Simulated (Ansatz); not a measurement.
Ideal-gas functions of `[GaH2][Br]` at 400 K and 1 bar, from an Ansatz frequency run at PBE0-D4/def2-TZVP.

Molar mass 151.64 g/mol, point group C2v (symmetry number 2), electronic degeneracy 1, moments of inertia 3.986, 203.101, 207.087 u Å². Harmonic wavenumbers (cm⁻¹, unscaled): 304, 480, 606, 727, 2015, 2028.

Use S(trans) = R[1.5 ln M + 2.5 ln T − 1.1517]; rotational temperatures θ = 24.2544 K / I; S(rot) = R[ln(√π/σ · √(T³/θAθBθC)) + 1.5]; for each mode x = 1.438777 ν̃/T, S = R[x/(eˣ − 1) − ln(1 − e⁻ˣ)] and H = RT x/(eˣ − 1); 1 cm⁻¹ = 0.0119627 kJ/mol; R = 8.31446 J/(mol·K).

**Question.** By hand: the entropy, in J/(mol·K).

**Answer.** Translation 177.6. Rotation: θ = 6.0849, 0.1194, 0.1171 K, giving 96.4. Vibration, mode by mode: 7.97, 4.74, 3.31, 2.35, 0.05, 0.05, in all 18.5. Electronic 0.0. Sum 292.5 J/(mol·K).

**Question.** By hand: H − E and G − E in kJ/mol, counted from the electronic energy.

**Answer.** Zero-point energy ½ × 6160 × 0.0119627 = 36.8; thermal vibration 4.7; translation, rotation and pV give 4 RT = 13.3. H − E = 54.8 kJ/mol, and G − E = 54.8 − 400 × 292.5/1000 = -62.2 kJ/mol.

Vibration gives 6 % of the entropy.
